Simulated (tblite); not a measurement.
Compound: C2H9OSSi2 (doublet state).
Cartesian coordinates in Å at the GFN2-xTB level; atoms count from 1:
```
atom  x, y, z in Å
C1     2.6183   -1.1635   -0.3460
S2     2.1829    0.3824    0.2199
Si3    0.1538    0.5480   -0.5913
C4    -0.4206    2.2499    0.0311
Si5   -1.1308   -1.2455    0.0866
O6    -2.5242   -0.8301   -0.6487
H7     3.6041   -1.4965   -0.0932
H8     2.1260   -1.5686   -1.2083
H9     0.3954    0.6428   -2.0434
H10   -0.4846    2.2697    1.1166
H11   -1.4046    2.4835   -0.3640
H12    0.2606    3.0415   -0.2703
H13   -1.3538   -1.3730    1.5340
H14   -0.7100   -2.5773   -0.3687
H15   -3.3169   -1.3554   -0.5820
```

Computed values, GFN2-xTB/tblite, gas phase, harmonic and unscaled. Errors from tens to a few hundred cm⁻¹ against measured bands are possible. Modes of hydrogen on silicon can be 10 to 20 % off. One conformer, not necessarily the lowest. Open shells enter through the occupations alone, without spin polarisation, and single modes of such species can be off by tens of per cent.

Harmonic wavenumbers (cm⁻¹): 30.7, 50.5, 81.8, 117.2, 124.3, 142.0, 184.9, 213.0, 219.2, 316.9, 408.2, 428.2, 438.2, 501.3, 594.3, 601.5, 639.0, 710.7, 749.3, 809.9, 814.8, 822.3, 839.4, 881.6, 892.0, 933.1, 1355.4, 1361.9, 1468.8, 1471.9, 2136.5, 2173.7, 2209.9, 3024.8, 3029.1, 3045.8, 3109.9, 3173.3, 3657.1.

A = 2619, B = 1148, C = 863.4 MHz; mass 136.991 u (most abundant isotopes); point group C1, symmetry number 1; spin multiplicity 2.

What is the zero-point energy?

Half the sum of the wavenumbers: 21881 cm⁻¹ = 261.76 kJ/mol.

Entropy at 400 K, 1 bar (ideal gas, RRHO, classical rotation)?

Translation 176.32, rotation 125.86, vibration 201.44, spin (R ln 2) 5.76: S = 509.4 J/(mol K).

And Cp and H(400 K) − H(0)?

Cp = 201.50 J/(mol K), of which vibrations give 168.24 (their classical limit is 39 R = 324.3); H(400 K) − H(0) = 52.17 kJ/mol without the zero-point energy, 38.87 from vibrations.

What must be added to the electronic energy to get the Gibbs energy at 400 K and 1 bar?

ZPE + [H(400 K) − H(0)] − T·S = 261.76 + 52.17 − 203.76 = 110.17 kJ/mol.

Blend soft modes into free rotors: weight 1/[1 + (100 cm⁻¹/ν̃)⁴] for the oscillator and the rest for a rotor with moment μB/(μ + B), μ = h/(8π²ν), B = 10⁻⁴⁴ kg m². What vibrational entropy results?

181.27 J/(mol K) in place of 201.44, which changes −T·S at 400 K by +8.07 kJ/mol.

How do the functions run with temperature in this model?

```
 T (K)  S (J/(mol K))  Cp (J/(mol K))  H − H(0) (kJ/mol)  G − H(0) (kJ/mol)  ln q(vib)
    50          260.8            65.0               2.35             -10.69       0.99
   100          315.1            93.0               6.35             -25.16       2.77
298.15          454.4           172.5              33.05            -102.44       9.46
373.15          495.6           194.7              46.85            -138.09      11.75
   500          556.8           223.0              73.44            -204.94      15.37
   750          654.8           260.0             134.17            -356.90      21.68
  1000          733.2           284.8             202.46            -530.71      27.13
```

q(vib) and H(0) count from the zero-point level.

Hindered rotation and anharmonicity are outside this model. Other conformers, if any are populated, would add a mixing term that is left out. The structure is chiral; the term R ln 2 for an equal mix with its mirror image is left out.
